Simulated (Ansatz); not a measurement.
Wavefunction ladder for C3H3BF2O2 (`F[B-]1(F)OC=CC=[O+]1`)

```xyz
11

F     1.249   -1.316    1.732
B     0.068   -1.009    1.145
F    -1.019   -1.647    1.638
O     0.179   -1.339   -0.337
C     0.128   -0.459   -1.250
C    -0.051    0.892   -1.011
C    -0.192    1.287    0.307
O    -0.156    0.490    1.294
H     0.233   -0.841   -2.265
H    -0.089    1.606   -1.819
H    -0.349    2.335    0.566
```

The species carries charge 0 and has multiplicity 1. The structure was optimised at the PBE0-D4/def2-TZVP level. Frozen core, restricted reference, Ansatz. CBS rows extrapolate triple and quadruple zeta; past MP2 they add the triple-zeta difference.

| basis | HF (Eh) | MP2 corr. |
| --- | --- | --- |
| def2-SVP | -488.43546 | -1.18632 |
| def2-TZVPP | -489.02434 | -1.51147 |
| def2-QZVPP | -489.04551 | -1.63392 |

Question: Estimate the CCSD correlation energy and the (T) correction in each basis where they were run (hartree).

Answer: 
```
     basis  CCSD corr.       (T)
  def2-SVP    -1.21670  -0.03632
def2-TZVPP    -1.52649  -0.06228
 CBS(def2)    -1.73963     as TZ
```
